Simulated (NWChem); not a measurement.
Program: NWChem. System: H3FZr, charge 1, spin multiplicity 2, at the geometry of a parent with another charge or spin, in a state set for the comparison that need not be this species' ground state. Its SCF solution wasn't tested for a lower state. Level: UMP2/def2-SVPD with def2 effective core potentials on Zr, 1 core orbitals frozen.

The NWChem input:

```
start mol
memory heap 200 mb stack 900 mb global 1100 mb
charge 1
geometry units angstroms nocenter noautoz
  Zr     0.287423    -0.058330     0.000000
  F     -1.559676     0.316550     0.000000
  H      1.022642     0.694711     1.531786
  H      1.022642     0.694711    -1.531786
  H      0.494875    -1.905192     0.000000
  symmetry group Cs
end
basis spherical
  * library def2-svpd
end
ecp
  Zr library def2-ecp
end
scf
  uhf
  nopen 1
  maxiter 100
  thresh 1e-7
  semidirect memsize 60000000 filesize 0
  # guess.movecs holds the orbitals of an unrestricted PBE0 run
  vectors input guess.movecs output mol.movecs
end
mp2
  freeze core 1
end
task mp2 energy
```

NWChem printed:

```
             Northwest Computational Chemistry Package (NWChem) 7.3.0
             --------------------------------------------------------

                                NWChem Input Module
                                -------------------

 Scaling coordinates for geometry "geometry" by  1.889725989
 (inverse scale =  0.529177249)

 Turning off AUTOSYM since
 SYMMETRY directive was detected!

                             Geometry "geometry" -> ""
                             -------------------------

 Output coordinates in angstroms (scale by  1.889725989 to convert to a.u.)

  No.       Tag          Charge          X              Y              Z
 ---- ---------------- ---------- -------------- -------------- --------------
    1 Zr                  40.0000     0.28742300    -0.05833000     0.00000000
    2 F                    9.0000    -1.55967600     0.31655000     0.00000000
    3 H                    1.0000     1.02264200     0.69471100     1.53178600
    4 H                    1.0000     1.02264200     0.69471100    -1.53178600
    5 H                    1.0000     0.49487500    -1.90519200     0.00000000

 Effective nuclear repulsion energy (a.u.)     140.4839846195

            Nuclear Dipole moment (a.u.)
            ----------------------------
        X                 Y               Z
 ---------------- ---------------- ----------------
    -0.0000094486    -0.0000377945     0.0000000000

      Symmetry information
      --------------------

 Group name             Cs
 Group number              2
 Group order               2
 No. of unique centers     4

      Symmetry unique atoms

     1    2    3    5


 Summary of "ao basis" -> "" (spherical)
 ------------------------------------------------------------------------------
       Tag                 Description            Shells   Functions and Types
 ---------------- ------------------------------  ------  ---------------------
 *                         def2-svpd                  on all atoms

 Summary of "ao basis" -> "ao basis" (spherical)
 ------------------------------------------------------------------------------
       Tag                 Description            Shells   Functions and Types
 ---------------- ------------------------------  ------  ---------------------
 Zr                        def2-svpd                12       34   5s4p2d1f
 F                         def2-svpd                 9       23   4s3p2d
 H                         def2-svpd                 4        8   2s2p

                                 NWChem SCF Module
                                 -----------------

  ao basis        = "ao basis"
  functions       =    81
  atoms           =     5
  alpha electrons =    12
  beta  electrons =    11
  charge          =   1.00
  wavefunction    = UHF
  use symmetry    = T
  symmetry adapt  = T

 Summary of "ao basis" -> "ao basis" (spherical)
 ------------------------------------------------------------------------------
       Tag                 Description            Shells   Functions and Types
 ---------------- ------------------------------  ------  ---------------------
 Zr                        def2-svpd                12       34   5s4p2d1f
 F                         def2-svpd                 9       23   4s3p2d
 H                         def2-svpd                 4        8   2s2p

      Symmetry analysis of basis
      --------------------------

        a'         53
        a"         28

 Forming initial guess at       0.1s
[...]
    3 H    1     0.86   0.50  0.35  0.00  0.00
    4 H    1     0.86   0.50  0.35  0.00  0.00
    5 H    1     0.63   0.35  0.27  0.00  0.01

   Mulliken analysis of the beta density
   -------------------------------------

    Atom       Charge   Shell Charges
 -----------   ------   -------------------------------------------------------
    1 Zr  12     5.20  -0.25  0.83  0.43  0.41 -0.01  2.94  0.11  0.01 -0.00  0.65  0.03  0.03
    2 F    9     4.75   1.00  0.56  0.42 -0.03  1.65  1.08  0.06  0.00  0.01
    3 H    1     0.22   0.13  0.09  0.00  0.00
    4 H    1     0.22   0.13  0.09  0.00  0.00
    5 H    1     0.60   0.34  0.26  0.00  0.00

   Mulliken analysis of the spin density
   -------------------------------------

    Atom       Charge   Shell Charges
 -----------   ------   -------------------------------------------------------
    1 Zr  12    -0.31   0.00 -0.01  0.01 -0.21 -0.01  0.02  0.03  0.02 -0.11 -0.02 -0.04  0.01
    2 F    9     0.01  -0.00  0.00 -0.00  0.00  0.00  0.00  0.00 -0.00  0.00
    3 H    1     0.64   0.38  0.26  0.00 -0.00
    4 H    1     0.64   0.38  0.26  0.00 -0.00
    5 H    1     0.03   0.01  0.02 -0.00  0.00

       Multipole analysis of the density wrt the origin
       ------------------------------------------------

     L   x y z        total         alpha         beta         nuclear
     -   - - -        -----         -----         ----         -------
     0   0 0 0      1.000000    -12.000000    -11.000000     24.000000

     1   1 0 0      1.837940      7.498072      9.548097    -15.208229
     1   0 1 0      0.499775     -1.998573     -0.587990      3.086338
     1   0 0 1     -0.000000     -0.000000     -0.000000      0.000000

     2   2 0 0    -20.197986    -57.429485    -52.834819     90.066318
     2   1 1 0      1.562295      6.826419      9.614980    -14.879104
     2   1 0 1      0.000000      0.000000      0.000000      0.000000
     2   0 2 0    -20.429147    -21.442739    -18.761773     19.775365
     2   0 1 1     -0.000000     -0.000000     -0.000000      0.000000
     2   0 0 2    -17.169080    -21.209952    -12.717193     16.758065

                   NWChem MP2 Semi-direct Energy/Gradient Module
                   ---------------------------------------------

  Basis functions       =     81
  Molecular orbitals    =     81
  Frozen core           =      1
  Frozen virtuals       =      0
  Active alpha occupied =     11
  Active beta occupied  =     10
  Active alpha virtual  =     69
  Active beta virtual   =     70
  Use MO symmetry       = T
  Use skeleton AO sym   = T

  AO/Fock/Back tols     =   1.0D-09  1.0D-09  1.0D-09

 GA uses MA = F    GA memory limited = T

 Available:
  local mem=  1.26D+08
 global mem=  1.44D+08
 local disk=  0.00D+00
  mp2_memr nvloc                    69
  nvloc new                    69
   1 passes of  11:        4194304                      51319                   8558245.
   1 passes of  11: M    126141676           G      144166078           F     121947372.

 Semi-direct pass number   1 of   1  for UHF alpha       at        2.6s
  vrange nnbf                  3312
  mp2_eaftype                    32  avail_ma_in_mb                  1099
 EAF : mp2_eaftype filesize          32    4279123.
  mp2_eaf for mointskh                     32
Node 0 wrote     20.1 Mb in      0.0 s     Agg I/O rate:  1432.7 Mb/s
 Done moints_semi at        4.7s
  mp2_eaftype                    32  avail_ma_in_mb                  1067
 EAF : mp2_eaftype filesize          32    4279123.
  mp2_eaf for kh                    32
 Done maket at        4.9s
 Done multipass loop at        4.9s

 GA uses MA = F    GA memory limited = T

 Available:
  local mem=  1.26D+08
 global mem=  1.44D+08
 local disk=  0.00D+00
  mp2_memr nvloc                    70
  nvloc new                    70
   1 passes of  10:        4194304                      48370                   7893858.
   1 passes of  10: M    126141676           G      144166078           F     121947372.

 Semi-direct pass number   1 of   1  for UHF beta        at        5.0s
  vrange nnbf                  3312
  mp2_eaftype                    30  avail_ma_in_mb                  1099
 EAF : mp2_eaftype filesize          30    3946929.
  mp2_eaf for mointskh                     30
Node 0 wrote     18.5 Mb in      0.0 s     Agg I/O rate:  1332.4 Mb/s
 Done moints_semi at        7.0s
  mp2_eaftype                    30  avail_ma_in_mb                  1069
 EAF : mp2_eaftype filesize          30    3946929.
  mp2_eaf for kh                    30
 Done maket at        7.2s
 Done multipass loop at        7.2s

          -------------------------------------------
          SCF energy                -147.263045059322
          Correlation energy          -0.446894512774
          Singlet pairs                0.000000000000
          Triplet pairs                0.000000000000
          Total MP2 energy          -147.709939572095
          -------------------------------------------

          ---------------------------------------------------
                    Spin Component Scaled (SCS) MP2
          Same spin pairs                     -0.121427057225
          Same spin scaling factor             0.333333333333
          Opposite spin pairs                 -0.325467455548
          Opposite spin scaling fact.          1.200000000000
          SCS-MP2 correlation energy          -0.431036632400
          Total SCS-MP2 energy              -147.694081691721
          ---------------------------------------------------

 -----------------------
 Performance information
 -----------------------

 Timer overhead =  1.51D-07 seconds/call

               Nr. of calls         CPU time (s)                 Wall time (s)                GFlops
             ---------------    -------------------     ------------------------------   -------------------
Name         Min   Avg   Max    Min     Avg     Max     Min     Avg     Max   Mx/calls   Min     Max     Sum
mp2: moin     2     2     2    4.2     4.2     4.2      4.2     4.2     4.2     2.1      0.0     0.0     0.0
mp2: make     2     2     2   0.36    0.36    0.36     0.36    0.36    0.36    0.18      0.0     0.0     0.0
mp2: tota     1     1     1    4.7     4.7     4.7      4.7     4.7     4.7     4.7      0.0     0.0     0.0

 The average no. of pstat calls per process was 5.00D+00
 with a timing overhead of 7.54D-07s

 Task  times  cpu:        7.2s     wall:        7.2s

 Total times  cpu:        7.2s     wall:        7.2s
```
